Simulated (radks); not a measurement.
Results of a calculation; reference values are marked as such.
Task: Nd9+, configuration [Kr] 4d10 4f2 5s2 5p1. Level of theory: Dirac Kohn-Sham, exchange-only PBE, spin-unpolarised, spherical densities, finite nucleus; open shells fill j = l - 1/2 first; Fermi nuclear charge, rms radius 4.9123 fm (a radial shooting solver on a logarithmic mesh with Libxc functionals).

Spin-orbit splittings of the eigenvalues, e(l+1/2) - e(l-1/2), with zeta = 2 splitting/(2l+1) and mean radii in bohr:

| shell | occ. | splitting (eV) | zeta (eV) | <r> j=l-1/2 | <r> j=l+1/2 |
|---|---|---|---|---|---|
| 2p | 6 | 520.1 | 346.8 | 0.08421 | 0.09063 |
| 3p | 6 | 103.9 | 69.24 | 0.2556 | 0.2680 |
| 3d | 10 | 22.45 | 8.980 | 0.2394 | 0.2432 |
| 4p | 6 | 23.00 | 15.33 | 0.6183 | 0.6452 |
| 4d | 10 | 4.163 | 1.665 | 0.6855 | 0.6945 |
| 4f | 2 | ? | ? | 0.8189 | 0.8236 |
| 5p | 1 | 4.974 | 3.316 | 1.392 | 1.441 |

Estimate the 4f splitting.

Result: 0.5856 eV (zeta = 0.1673 eV).
